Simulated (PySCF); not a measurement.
**Excitation energy of K by level of theory**

K [Ar] 4s1 (2S) → K [Ar] 4p1 (2P), as a difference of total energies. All numbers are calculated (PySCF 2.14, scalar relativity by spin-free X2C-1e, in x2c-QZVPPall with one added diffuse shell each of s, p, d, f type (12s8p5d4f, 89 functions)). Correlated levels: valence and next inner shell: [Ne] frozen. The calculations carry no spin-orbit coupling.

| method | excitation energy (cm⁻¹) |
| --- | --- |
| UHF | 11459 |
| MP2 (valence and next inner shell) | 12886 |
| SCS-MP2 (valence and next inner shell) | 12587 |
| CCSD (valence and next inner shell) | 12846 |
| CCSD(T) (valence and next inner shell) | 12952 |

Errors of the correlated levels include the incompleteness of this basis and the frozen core.

For comparison: 13024 cm⁻¹ (measured; NIST levels, between the centres of gravity of the two terms).
